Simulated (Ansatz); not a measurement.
B7N6⁺. Total charge 1; singlet. Geometry PBE-D4/def2-SVP.

Cartesian coordinates in Å:
```
B 0.329 0.761 2.494
B 0.669 1.499 4.991
B 1.041 2.287 7.470
B -0.674 -1.521 -4.984
B -0.009 0.012 -0.003
B -0.342 -0.747 -2.496
B -0.978 -2.247 -7.491
N -0.177 -0.366 -1.254
N 0.839 1.862 6.277
N 0.159 0.390 1.249
N -0.850 -1.933 -6.254
N 0.501 1.138 3.756
N -0.509 -1.133 -3.756
```

The restricted singlet is unstable towards broken spin symmetry in Hartree–Fock (as tested in another run); at HF/STO-3G, PBE-D4/def2-SVP, PBE-D4/def2-TZVP, r2SCAN-D4/def2-TZVP and others this wasn't settled. Another isomer (singlet) lies 5.66 eV lower at PBE0-D4/def2-TZVP; other spin states weren't run for this one.

Question: Estimate the orbital energies around the gap (eV) in Ansatz with HF/STO-3G, PBE-D4/def2-SVP, PBE-D4/def2-TZVP, r2SCAN-D4/def2-TZVP, PBE0-D4/def2-SVP.

Answer: 
```json
{"orbital": "HOMO−5", "HF/STO-3G": "-13.87", "PBE-D4/def2-SVP": "-11.87", "PBE-D4/def2-TZVP": "-11.90", "r2SCAN-D4/def2-TZVP": "-12.16", "PBE0-D4/def2-SVP": "-13.14"}
{"orbital": "HOMO−4", "HF/STO-3G": "-12.53", "PBE-D4/def2-SVP": "-11.15", "PBE-D4/def2-TZVP": "-11.18", "r2SCAN-D4/def2-TZVP": "-11.41", "PBE0-D4/def2-SVP": "-12.29"}
{"orbital": "HOMO−3", "HF/STO-3G": "-12.53", "PBE-D4/def2-SVP": "-11.14", "PBE-D4/def2-TZVP": "-11.17", "r2SCAN-D4/def2-TZVP": "-11.40", "PBE0-D4/def2-SVP": "-12.29"}
{"orbital": "HOMO−2", "HF/STO-3G": "-11.04", "PBE-D4/def2-SVP": "-10.30", "PBE-D4/def2-TZVP": "-10.36", "r2SCAN-D4/def2-TZVP": "-10.57", "PBE0-D4/def2-SVP": "-11.29"}
{"orbital": "HOMO−1", "HF/STO-3G": "-11.04", "PBE-D4/def2-SVP": "-10.29", "PBE-D4/def2-TZVP": "-10.35", "r2SCAN-D4/def2-TZVP": "-10.56", "PBE0-D4/def2-SVP": "-11.29"}
{"orbital": "HOMO", "HF/STO-3G": "-7.67", "PBE-D4/def2-SVP": "-10.28", "PBE-D4/def2-TZVP": "-10.34", "r2SCAN-D4/def2-TZVP": "-10.53", "PBE0-D4/def2-SVP": "-10.71"}
{"orbital": "LUMO", "HF/STO-3G": "-6.80", "PBE-D4/def2-SVP": "-10.28", "PBE-D4/def2-TZVP": "-10.33", "r2SCAN-D4/def2-TZVP": "-10.53", "PBE0-D4/def2-SVP": "-10.49"}
{"orbital": "LUMO+1", "HF/STO-3G": "1.49", "PBE-D4/def2-SVP": "-6.18", "PBE-D4/def2-TZVP": "-6.16", "r2SCAN-D4/def2-TZVP": "-5.83", "PBE0-D4/def2-SVP": "-5.25"}
{"orbital": "LUMO+2", "HF/STO-3G": "1.50", "PBE-D4/def2-SVP": "-6.17", "PBE-D4/def2-TZVP": "-6.16", "r2SCAN-D4/def2-TZVP": "-5.83", "PBE0-D4/def2-SVP": "-5.25"}
{"orbital": "LUMO+3", "HF/STO-3G": "2.60", "PBE-D4/def2-SVP": "-5.77", "PBE-D4/def2-TZVP": "-5.77", "r2SCAN-D4/def2-TZVP": "-5.45", "PBE0-D4/def2-SVP": "-4.86"}
{"orbital": "LUMO+4", "HF/STO-3G": "2.60", "PBE-D4/def2-SVP": "-5.77", "PBE-D4/def2-TZVP": "-5.77", "r2SCAN-D4/def2-TZVP": "-5.44", "PBE0-D4/def2-SVP": "-4.86"}
{"orbital": "LUMO+5", "HF/STO-3G": "4.69", "PBE-D4/def2-SVP": "-4.46", "PBE-D4/def2-TZVP": "-4.51", "r2SCAN-D4/def2-TZVP": "-4.12", "PBE0-D4/def2-SVP": "-3.38"}
```
